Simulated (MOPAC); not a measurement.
Constitutional and geometric isomers with formula CH3BN2. Gas-phase values, no solvent. One relaxed conformer stands for each flexible species; it need not be the lowest. Strings in code marks are SMILES.

Quantity: electronic energy of isomers of CH3BN2 relative to `N#CBN`, in kcal/mol. Semi-empirical values (MOPAC) are differences of heats of formation.

Case: `[H]/N=B/N=C`. Geometry of `N(=C)/B=N/[H]` (neutral, multiplicity 1, Å):

```xyz
7

C     -1.4755    -0.0481     0.2084
N     -0.5789    -0.1121    -0.6808
B      0.8048    -0.0072    -0.5501
N      2.0505     0.0571    -0.6536
H     -1.2739     0.1091     1.2762
H     -2.5259    -0.1529    -0.0776
H      2.9989     0.1541    -0.3776
```

What is the computed electronic energy of isomers of CH3BN2 relative to `N#CBN` (AM1 // r2SCAN-D4/def2-TZVP (MOPAC))?

21.1 kcal/mol.
